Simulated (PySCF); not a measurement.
All of these have the formula [C7H6FS]+. Theory: PySCF, TDDFT CAM-B3LYP/def2-SVPD, vertical, gas phase, core orbitals frozen in the response. Geometries: GFN2-xTB; one conformer of each isolated species. Triplets are in the Tamm–Dancoff approximation. Ions are computed without counter-ions or solvent.

A. `C=C(F)c1cc[s+]cc1`
B. `C#CC1=C[CH+]C[C@@H](F)S1`
C. `C=C1SC[c+]2c(CF)c21`
D. `C=Cc1cc[s+]cc1F`

Lowest singlet levels (six at most, fewer where fewer were computed) with oscillator strengths:

1. 307 nm (f 0.465); 267 nm (f 0.036); 224 nm (f 0.068); 209 nm (f 0.001); 206 nm (f 0.002); 201 nm (f 0.054); T1 2.36 eV
2. 359 nm (f 0.001); 318 nm (f 0.121); 289 nm (f 0.313); 266 nm (f 0.010); 229 nm (f 0.001); 197 nm (f 0.007); T1 2.37 eV
3. 313 nm (f 0.408); 259 nm (f 0.025); 228 nm (f 0.099); 212 nm (f 0.009); 203 nm (f 0.000); 201 nm (f 0.004); T1 2.35 eV
4. 371 nm (f 0.074); 290 nm (f 0.001); 278 nm (f 0.000); 264 nm (f 0.000); 225 nm (f 0.001); 207 nm (f 0.294); T1 2.15 eV

Task: Match each spectrum to its molecule.

Result: 1 = D, 2 = B, 3 = A, 4 = C.
- A: S1 at 3.96 eV, HOMO→LUMO (97%); Löwdin shares by element: HOMO carbon 54% or more, fluorine 10%, sulfur 10% (atoms not listed hold the other 26%); LUMO carbon 48% or more, sulfur 20% (atoms not listed hold the other 32%); HOMO -13.17 and LUMO -7.00 eV; point group Cs, 1 of its 6 listed states under f = 0.0005.
- B: S1 at 3.46 eV, HOMO-2→LUMO (95%); Löwdin shares by element: HOMO carbon 46% or more, sulfur 38% (atoms not listed hold the other 16%); LUMO carbon 57% or more, sulfur 18% (atoms not listed hold the other 25%); HOMO -14.15 and LUMO -7.55 eV.
- C: S1 at 3.35 eV, HOMO→LUMO (95%); Löwdin shares by element: HOMO sulfur 56%, carbon 36% or more; LUMO carbon 78% or more (atoms not listed hold the other 22%); HOMO -12.38 and LUMO -6.31 eV; point group Cs, 2 of its 6 listed states under f = 0.0005.
- D: S1 at 4.04 eV, HOMO→LUMO (96%); Löwdin shares by element: HOMO carbon 57% or more, sulfur 14% (atoms not listed hold the other 30%); LUMO carbon 47% or more, sulfur 20% (atoms not listed hold the other 33%); HOMO -13.26 and LUMO -7.00 eV; point group Cs.
B and C have S1 within 0.12 eV of each other; their strongest listed levels stand at 4.29 eV (f 0.313) and 5.99 eV (f 0.294).
A and D have S1 within 0.09 eV of each other; their strongest listed levels stand at 3.96 eV (f 0.408) and 4.04 eV (f 0.465).
